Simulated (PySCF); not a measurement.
# Exercise with solution: oscillator strength and radiative lifetime

2-ethylidene-1,3-dioxole (C₅H₆O₂), SMILES CC=C1OC=CO1.

Geometry optimised at B3LYP-D3(BJ)/def2-SVP.

TDA-PBE/def2-SVPD run with PySCF puts the first singlet state with f over 0.02 at 6.18 eV (vertical), with the transition dipole (-0.312, 1.565, 0.000) in atomic units.

Find the oscillator strength, the wavelength and the radiative lifetime that this transition would have in vacuum if emission retraced absorption.


|μ|² = 2.5466 au, so |μ| = 4.06 D. ΔE = 6.18/27.211 = 0.2271 hartree. f = (2/3) ΔE |μ|² = 0.386 (the program prints 0.386).
λ = 1239.84/6.18 = 201 nm; ν = 49845 cm⁻¹.
Einstein's coefficient A = 0.6670 ν² f s⁻¹ (ν in cm⁻¹) = 6.4e8 s⁻¹, so τ = 1/A = 1.6 ns. This state is S7; the lower singlets have f = 0.017, 0.010, 0.003, 0.002, 0.001, 0.006. The figure is the radiative limit of this one transition; relaxation, internal conversion, crossing to triplets and a medium change what is measured.
